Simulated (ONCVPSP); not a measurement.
# technetium (Tc) ONCV: all-electron and pseudo phase curves

```json
{
 "Element": "technetium",
 "Generator": "ONCVPSP 4.0.1",
 "Type": "optimised norm-conserving Vanderbilt (ONCV)",
 "Functional": "PBE",
 "Relativity": "scalar-relativistic",
 "Frozen core": "[Ar] 3d10",
 "Valence charge": "15",
 "Reference configuration": "4s2 4p6 4d6 5s1",
 "Partial waves": "4s+5s: rc 1.45 bohr, ncon 4, nbas 8, qcut 9.3 1/bohr, 2 projectors; 4p: rc 1.25 bohr, ncon 4, nbas 8, qcut 7 1/bohr, 2 projectors, debl 2.9 Ha; 4d: rc 2.20 bohr, ncon 4, nbas 8, qcut 9.5 1/bohr, 2 projectors, debl 1.3 Ha",
 "Local potential": "polynomial inside 0.80 bohr (lpopt 2, dvloc0 -1 Ha)",
 "Core correction": "Teter function, fcfact 3.75, rcfact 1.55"
}
```

The phase is arctan(r·R′/R) of the radial function R(r), unwrapped; energies in Ha, scanned from -4 to 5 Ha. A pole is an energy at which the radial function vanishes at the test radius. The pseudo phase is shifted by a multiple of π to meet the all-electron one at the reference energy, and phase errors are pseudo minus all-electron; the curves can meet again beyond the range given. Levels narrower than the energy grid can be missing from the lists of poles.

| channel | radius (bohr) | reference energy (Ha) | poles, all-electron | poles, pseudo | unbroken range about the reference energy with phases within 0.05 rad | phase error 1 Ha above the reference energy (rad) |
| --- | --- | --- | --- | --- | --- | --- |
| s | 1.47 | -0.15 | -1.43 | -1.43 | the whole range | -0.000 |
| p | 1.27 | -1.56 | 1.63 | 1.63 | the whole range | -0.000 |
| d | 2.24 | -0.16 | 0.26, 4.49 | 0.26, 4.51 | the whole range | -0.000 |

Phases in the d channel:

```
E (Ha)  all-electron  pseudo
 -3.98         1.380   1.380
 -3.74         1.373   1.373
 -3.50         1.365   1.365
 -3.26         1.355   1.355
 -3.02         1.344   1.344
 -2.78         1.331   1.331
 -2.54         1.317   1.317
 -2.30         1.298   1.298
 -2.06         1.276   1.276
 -1.82         1.247   1.247
 -1.58         1.209   1.209
 -1.34         1.154   1.154
 -1.10         1.066   1.066
 -0.86         0.902   0.902
 -0.62         0.505   0.505
 -0.38        -0.467  -0.467
 -0.14        -1.190  -1.190
  0.10        -1.466  -1.466
  0.34        -1.610  -1.610
  0.58        -1.715  -1.715
  0.82        -1.816  -1.816
  1.06        -1.940  -1.940
  1.30        -2.131  -2.131
  1.54        -2.491  -2.491
  1.78        -3.167  -3.166
  2.02        -3.830  -3.829
  2.26        -4.175  -4.174
  2.50        -4.349  -4.349
  2.74        -4.452  -4.451
  2.98        -4.520  -4.519
  3.22        -4.568  -4.568
  3.46        -4.606  -4.605
  3.70        -4.636  -4.636
  3.94        -4.662  -4.661
  4.18        -4.685  -4.684
  4.42        -4.706  -4.705
  4.66        -4.726  -4.725
  4.90        -4.746  -4.745
```
